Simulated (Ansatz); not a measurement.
Ansatz (a program for electronic structure) input (r2SCAN/def2-TZVPD):

Ansatz 0.2 input:
```yaml
crystal:
  periodic: [false, false, false]
  atoms:
    - {symbol: Tl, position_ang: [-0.00000000, -0.00000000, -0.47480352]}
    - {symbol: Cl, position_ang: [0.00000000, 0.00000000, 2.26229912]}
basis:
  gaussian:
    orbitals: def2-TZVPD
hamiltonian:
  xc: {name: r2SCAN}
total_charge: -1
magnetization: {spin_polarized: true, initial_magnetization: 1}
output: {forces: true}
```

End of the output:

```
integrals: 0.03 GiB planned
718 factors; their error is unknown
mean field: 0.34 GiB planned
mean field evaluation 1: about -17216.7176 eV, gradient 2.8e1 eV
mean field evaluation 2: about -17212.3603 eV, gradient 4.5e1 eV
mean field evaluation 4: about -17221.3917 eV, gradient 3.3e0 eV
mean field evaluation 8: about -17221.4215 eV, gradient 1.2e-1 eV
mean field evaluation 16: about -17221.4216 eV, gradient 7.1e-5 eV
mean field evaluation 32: about -17220.5103 eV, gradient 2.9e-1 eV
mean field -17221.42156749 eV, -632.8755695063 hartree, gradient 1.6e-5 eV, S^2 0.754263; 6 other end points of the search recorded, 0 dependent functions left out
the calculation of the forces begins
reference -17221.42160049 eV, -632.8755707194 hartree; 20, 19 occupied and 82, 83 virtual orbitals, 718 factors
Total energy: -17221.42160049 eV, -632.8755707194 hartree
Atom 0 at    -0.000000    -0.000000    -0.474804 Å, force     0.000000     0.000000     0.141737 eV/Å
Atom 1 at     0.000000     0.000000     2.262299 Å, force    -0.000000    -0.000000    -0.141737 eV/Å
Dipole moment:    -0.000000    -0.000000    -0.882887 e Å
```
